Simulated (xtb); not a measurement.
xtb input (GFN1-xTB):

```bash
xtb mol.xyz --gfn 1 --sp --chrg 0 --uhf 0
```
mol.xyz:
```
2

Zr    -0.00000000    -0.00000000    -0.28629840
O      0.00000000     0.00000000     1.43149202
```

Output:

```
           -------------------------------------------------
          |                Calculation Setup                |
           -------------------------------------------------

           -------------------------------------------------
          |                 G F N 1 - x T B                 |
           -------------------------------------------------

        Reference                      10.1021/acs.jctc.7b00118
      * Hamiltonian:
        H0-scaling (s, p, d)           1.850000    2.250000    2.000000
        zeta-weighting                 0.000000
      * Dispersion:
        s8                             2.400000
        a1                             0.630000
        a2                             5.000000
        s9                             0.000000
      * Repulsion:
        kExp                           1.500000
        rExp                           1.000000
      * Coulomb:
        alpha                          2.000000
        third order                    atomic
        anisotropic                    false
      * Halogen bond correction:
        rad-scale                      1.300000
        damping                        0.440000

          ...................................................
          :                      SETUP                      :
          :.................................................:
          :  # basis functions                  14          :
          :  # atomic orbitals                  13          :
          :  # shells                            5          :
          :  # electrons                        10          :
          :  # halogen bonds                     0          :
          :  max. iterations                   250          :
          :  Hamiltonian                  GFN1-xTB          :
          :  restarted?                      false          :
          :  GBSA solvation                  false          :
          :  PC potential                    false          :
          :  electronic temp.          300.0000000     K    :
          :  accuracy                    1.0000000          :
          :  -> integral cutoff          0.2500000E+02      :
          :  -> integral neglect         0.1000000E-07      :
          :  -> SCF convergence          0.1000000E-05 Eh   :
          :  -> wf. convergence          0.2000000E-04 e    :
          :  Broyden damping             0.4000000          :
          :  net charge                          0          :
          :  unpaired electrons                  0          :
          ...................................................

 iter      E             dE          RMSdq      gap      omega  full diag
   1     -5.7885382 -0.578854E+01  0.161E+01    0.00       0.0  T
   2     -5.8554184 -0.668802E-01  0.977E+00    0.00       1.0  T
   3     -5.9452422 -0.898238E-01  0.562E+00    0.00       1.0  T
   4     -5.9501470 -0.490485E-02  0.991E-01    0.00       1.0  T
   5     -5.9528778 -0.273074E-02  0.344E-01    0.00       1.0  T
   6     -5.9530988 -0.221094E-03  0.139E-01    0.00       1.0  T
   7     -5.9531357 -0.368609E-04  0.108E-02    0.00       6.6  T
   8     -5.9531360 -0.260526E-06  0.155E-03    0.00      45.8  T
   9     -5.9531360 -0.511812E-08  0.271E-04    0.00     261.2  T
  10     -5.9531360 -0.183008E-09  0.145E-06    0.00   48917.3  T
  11     -5.9531360 -0.799361E-14  0.615E-11    0.00  100000.0  T

   *** convergence criteria satisfied after 11 iterations ***

         #    Occupation            Energy/Eh            Energy/eV
      -------------------------------------------------------------
         1        2.0000           -0.6566742             -17.8690
         2        2.0000           -0.4168408             -11.3428
         3        2.0000           -0.4168408             -11.3428
         4        2.0000           -0.4125878             -11.2271
         5        1.0000           -0.2671692              -7.2700 (HOMO)
         6        1.0000           -0.2671692              -7.2700 (LUMO)
         7                         -0.2474593              -6.7337
         8                         -0.2474593              -6.7337
         9                         -0.2357115              -6.4140
        10                         -0.1322694              -3.5992
       ...                                ...                  ...
        13                          0.4137121              11.2577
      -------------------------------------------------------------
                  HL-Gap            0.0000000 Eh            0.0000 eV
             Fermi-level           -0.2671692 Eh           -7.2700 eV

 SCC (total)                   0 d,  0 h,  0 min,  0.003 sec
 SCC setup                      ...        0 min,  0.000 sec (  4.798%)
 Dispersion                     ...        0 min,  0.000 sec (  3.083%)
 classical contributions        ...        0 min,  0.000 sec (  1.504%)
 integral evaluation            ...        0 min,  0.001 sec ( 17.918%)
 iterations                     ...        0 min,  0.001 sec ( 52.135%)
 molecular gradient             ...        0 min,  0.000 sec ( 12.411%)
 printout                       ...        0 min,  0.000 sec (  7.569%)

         :::::::::::::::::::::::::::::::::::::::::::::::::::::
         ::                     SUMMARY                     ::
         :::::::::::::::::::::::::::::::::::::::::::::::::::::
         :: total energy              -5.906350031706 Eh    ::
         :: gradient norm              0.077056771486 Eh/a0 ::
         :: HOMO-LUMO gap              0.000000000000 eV    ::
         ::.................................................::
         :: SCC energy                -5.953135972228 Eh    ::
         :: -> electrostatic           0.095340731320 Eh    ::
         :: repulsion energy           0.047039963365 Eh    ::
         :: dispersion energy         -0.000254022843 Eh    ::
         :: halogen bond corr.         0.000000000000 Eh    ::
         :: add. restraining           0.000000000000 Eh    ::
         :: total charge               0.000000000000 e     ::
         :::::::::::::::::::::::::::::::::::::::::::::::::::::

           -------------------------------------------------
          |                Property Printout                |
           -------------------------------------------------

    * Orbital Energies and Occupations

         #    Occupation            Energy/Eh            Energy/eV
      -------------------------------------------------------------
         1        2.0000           -0.6566742             -17.8690
         2        2.0000           -0.4168408             -11.3428
         3        2.0000           -0.4168408             -11.3428
         4        2.0000           -0.4125878             -11.2271
         5        1.0000           -0.2671692              -7.2700 (HOMO)
         6        1.0000           -0.2671692              -7.2700 (LUMO)
         7                         -0.2474593              -6.7337
         8                         -0.2474593              -6.7337
         9                         -0.2357115              -6.4140
        10                         -0.1322694              -3.5992
        11                         -0.1052519              -2.8640
        12                         -0.1052519              -2.8640
        13                          0.4137121              11.2577
      -------------------------------------------------------------
                  HL-Gap            0.0000000 Eh            0.0000 eV
             Fermi-level           -0.2671692 Eh           -7.2700 eV

  Mulliken/CM5 charges         n(s)   n(p)   n(d)
     1Zr    0.68308  1.00536   0.215  0.602  2.499
     2O    -0.68308 -1.00536   1.646  5.037  0.000

Wiberg/Mayer (AO) data.
Note: The following floating-point exceptions are signalling: IEEE_DENORMAL
normal termination of xtb
largest (>0.10) Wiberg bond orders for each atom

 ---------------------------------------------------------------------------
     #   Z sym  total        # sym  WBO       # sym  WBO       # sym  WBO
 ---------------------------------------------------------------------------
     1  40 Zr   2.200 --     2 O    2.200
     2   8 O    2.200 --     1 Zr   2.200
 ---------------------------------------------------------------------------

Topologies differ in total number of bonds
Writing topology from bond orders to xtbtopo.mol

 dipole moment from electron density (au)
     X       Y       Z
  -0.0000   0.0000  -3.9611  total (Debye):   10.068

           -------------------------------------------------
          | TOTAL ENERGY               -5.906350031706 Eh   |
          | GRADIENT NORM               0.077056771486 Eh/α |
          | HOMO-LUMO GAP               0.000000000000 eV   |
           -------------------------------------------------

------------------------------------------------------------------------
------------------------------------------------------------------------
 total:
 SCF:
```
